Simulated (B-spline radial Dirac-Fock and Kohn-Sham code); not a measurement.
Z = 58 (cerium), transition energy 1580 keV. These are calculated numbers from a B-spline atomic structure program; the model is a Dirac-Hartree-Slater potential of the neutral atom with a Latter tail (no hole, which puts coefficients of high multipoles low close above an edge), finite nucleus with surface currents. Subshells that would emit electrons below 1 keV are left out, and so is internal pair formation.

Q: A pure transition shows α(K) = 0.000326, L1/L2 = 47.7 and L1/L3 = 32.4. What is its multipolarity?
A. E1
B. E4
C. M4
D. M2
E. E3
F. M3
G. M1
H. E2

A: A. For comparison, α(K), L1/L2, L1/L3 are E2 0.000692, 21.1, 35.5; E3 0.00128, 10.9, 33.8; E4 0.00221, 6.71, 28.9; M1 0.000890, 31.9, 94.6; M2 0.00196, 21.9, 115; M3 0.00351, 15.9, 74.1; M4 0.00589, 12.2, 39.2.
